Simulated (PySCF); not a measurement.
**Core-level binding energies of `C[C@@]1(CF)COBO1`**

C₄H₈BFO₂.
Z-matrix (Å and degrees, PBE0-D3(BJ)/def2-SVP geometry), rows numbered from 1:
```
C 
C   1  1.5121
C   2  1.5244  1  111.54
F   3  1.3718  2  109.71  1    60.91
C   2  1.5447  1  113.49  3   126.15
O   5  1.4182  2  105.10  1   134.22
B   6  1.3595  5  107.73  2   -11.73
O   7  1.3647  6  113.49  5     4.99
H   1  1.0995  2  109.93  3   -61.53
H   1  1.0997  2  110.48  3    58.21
H   1  1.0994  2  110.35  3   178.21
H   3  1.1036  2  109.86  1  -179.39
H   3  1.1025  2  109.98  1   -59.53
H   5  1.1027  2  111.77  1    15.77
H   5  1.1007  2  112.09  1  -105.80
H   7  1.2001  6  123.33  5  -175.06
```

Computed with PySCF, delta-SCF UKS SCAN, pcX-2 on the ionised atom, pcseg-1 elsewhere, spin-free X2C. Each binding energy is the total energy of the core-ionised species, with the hole localised on one atom, minus that of the ground state; both are solved self-consistently, so orbital relaxation is included.

Question: What binding energy does each computed site have?

Answer: 
```
atom(s)                 environment  level  binding energy (eV)  above the level's lowest (eV)  count
     F4              alkyl fluorine   F 1s               692.84                           0.00      1
     O6          boron-bound oxygen   O 1s               538.85                          +0.09      1
     O8          boron-bound oxygen   O 1s               538.76                           0.00      1
     C3              sp3 C–F carbon   C 1s               293.28                          +2.22      1
     C2  sp3 carbon bound to oxygen   C 1s               292.69                          +1.63      1
     C5  sp3 carbon bound to oxygen   C 1s               292.52                          +1.46      1
     C1               methyl carbon   C 1s               291.06                           0.00      1
     B7      three-coordinate boron   B 1s               197.24                           0.00      1
```

The listed C 1s values span 2.22 eV, from C1 (bonded to C and 3 H) to C3 (bonded to F, C and 2 H).

The 2 O 1s values lie within 0.09 eV of each other; Gaussian lines of 0.5 eV full width would blend them into one maximum.

Question: Express the binding energy of F 1s of F4 in atomic units and per mole.

Answer: 692.84 eV = 25.4614 Eh = 66849 kJ/mol.

Question: Which photon energy gives electrons from F 1s of F4 a kinetic energy of 100 eV, and what is their de Broglie wavelength?

Answer: hν = 692.84 + 100 = 792.84 eV, recoil neglected; λ = 12.264 Å/√(E/eV) = 1.23 Å.

The structure is a single PBE0-D3(BJ)/def2-SVP conformer in the gas phase; no vibrational or solvent corrections.

The run took 97 s on Arm Neoverse V2, one thread, shared host with 96 logical CPUs at a one-minute load of 62, and the process peaked at 0.76 GiB of memory.
